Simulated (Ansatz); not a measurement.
MoOF₄⁻. Total charge -1; doublet. Geometry PBE-D4/def2-SVP, that of the neutral singlet; atoms count from 1.

Cartesian coordinates in Å:
```
Mo 0.021 0.004 -0.038
O 0.817 0.168 -1.491
F -1.390 -1.145 -0.389
F -1.247 1.356 -0.028
F 0.971 1.059 1.154
F 0.828 -1.442 0.793
```

In the def2 sets Mo takes a core potential; there is no spin–orbit coupling.

Q: Estimate the Mulliken populations from the PBE0/def2-TZVPD orbitals of Ansatz.

A: 
```json
{"atom": "Mo1", "charge (e)": "2.58", "spin (α − β)": "1.01", "d electrons": "3.32"}
{"atom": "O2", "charge (e)": "-0.84", "spin (α − β)": "-0.08", "d electrons": "–"}
{"atom": "F3", "charge (e)": "-0.69", "spin (α − β)": "0.02", "d electrons": "–"}
{"atom": "F4", "charge (e)": "-0.69", "spin (α − β)": "0.02", "d electrons": "–"}
{"atom": "F5", "charge (e)": "-0.69", "spin (α − β)": "0.02", "d electrons": "–"}
{"atom": "F6", "charge (e)": "-0.69", "spin (α − β)": "0.02", "d electrons": "–"}
```
Mulliken values depend strongly on the basis. With diffuse functions, as here, like atoms can get unlike values, and bond orders can come out too low or too high.

Q: Where does the spin sit?

A: Summed by element: Mo 1.01, O -0.08, F 0.07, of 1 unpaired in all. Largest on single atoms: Mo1 1.01, O2 -0.08, F3 0.02.

Q: And the Mayer bond orders between heavy atoms (over 0.3)?

A: Mo1–O2 1.62 (1.67 Å); Mo1–F3 0.43 (1.85 Å); Mo1–F4 0.43 (1.85 Å); Mo1–F5 0.43 (1.85 Å); Mo1–F6 0.43 (1.85 Å).
